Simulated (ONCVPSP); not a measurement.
Varying the ONCV potential for Pd

Base potential:

| Quantity | Value |
| --- | --- |
| Element | Pd (Z = 46) |
| Generator | ONCVPSP 4.0.1 |
| Type | optimised norm-conserving Vanderbilt (ONCV) |
| Functional | PW91 |
| Relativity | scalar-relativistic |
| Frozen core | [Ar] 3d10 |
| Valence charge | 18 |
| Reference configuration | 4s2 4p6 4d9.5 (charge +0.5) |
| Partial waves | 4s: rc 0.90 bohr, ncon 4, nbas 8, qcut 5.8 1/bohr, 2 projectors, debl 0.5 Ha; 4p: rc 1.10 bohr, ncon 4, nbas 9, qcut 8.7 1/bohr, 3 projectors, debl 1.8 Ha; 4d: rc 1.70 bohr, ncon 4, nbas 8, qcut 9.3 1/bohr, 2 projectors, debl 2.5 Ha |
| Local potential | polynomial inside 0.70 bohr (lpopt 5, dvloc0 3 Ha) |
| Core correction | Teter function, fcfact 4.75, rcfact 1.4 |

In the s channel the program set the typed energies aside and used -3.334, 0.250 Ha. In the p channel the program set the typed energies aside and used -2.078, 0.250, 2.050 Ha.

All-electron outer shells of the reference configuration (PW91, scalar-relativistic, ld1.x):

```
shell  level (eV)  outermost node (bohr)  outermost maximum (bohr)
   4s      -90.72                   0.45                      0.85
   4p      -56.55                   0.46                      0.91
   4d       -9.08                   0.45                      1.09
```

Cutoffs, loose and tight: the cutoffs (Ha) at which the residual kinetic energy of the hardest occupied pseudo-wave falls to 1 and 0.1 mHa per electron. They do not see the model core or the augmentation charge, which bear on the density cutoff. Test errors are all-electron minus pseudo excitation energies from the reference, over the configurations 4s2 4p6 4d10; 4s2 4p6 4d9; 4s2 4p6 4d8; 4s1 4p6 4d10. A dash means not determined; rows that change the core or the reference have their own tests.

A true bound ghost makes a file unfit for plane-wave use even where its test errors are small: the radial tests pick states by their node count and pass the ghost by.

```tsv
change	outcome	cutoff, loose	cutoff, tight	bound ghosts	GHOST(+) flags above zero	largest test error (meV)
base	generated, projector energies reset by the program	201 Ha	230 Ha	s	p	-74
core correction Teter function, fcfact 4.75, rcfact 0.92	generated, projector energies reset by the program	201 Ha	230 Ha	s	p	-68
core correction Teter function, fcfact 4.75, rcfact 1.08	generated, projector energies reset by the program	201 Ha	230 Ha	s	p	-69
core correction Teter function, fcfact 4.75, rcfact 1.2	generated, projector energies reset by the program	201 Ha	230 Ha	s	p	-71
core correction Teter function, fcfact 4.75, rcfact 1.3	generated, projector energies reset by the program	201 Ha	230 Ha	s	p	-73
core correction Teter function, fcfact 4.75, rcfact 1.42	generated, projector energies reset by the program	201 Ha	230 Ha	s	p	-75
core correction Teter function, fcfact 4.75, rcfact 1.54	generated, projector energies reset by the program	201 Ha	230 Ha	s	p	-76
core correction Teter function, fcfact 4.75, rcfact 1.66	generated, projector energies reset by the program	201 Ha	230 Ha	s	p	-78
core correction Teter function, fcfact 4.75, rcfact 1.78	generated, projector energies reset by the program	201 Ha	230 Ha	s	p	-79
core correction Teter function, fcfact 4.75, rcfact 1.96	generated, projector energies reset by the program	201 Ha	230 Ha	s	p	-81
core correction Teter function, fcfact 4.75, rcfact 2.02	generated, projector energies reset by the program	201 Ha	230 Ha	s	p	-82
```

Reading the sweep of the rcfact (base included, trends over the rows without a ghost): Bound ghosts are found at 0.92, 1.08, 1.2, 1.3, 1.4, 1.42, 1.54, 1.66, 1.78, 1.96, 2.02. Every judged row has one, so this setting neither creates nor removes them.
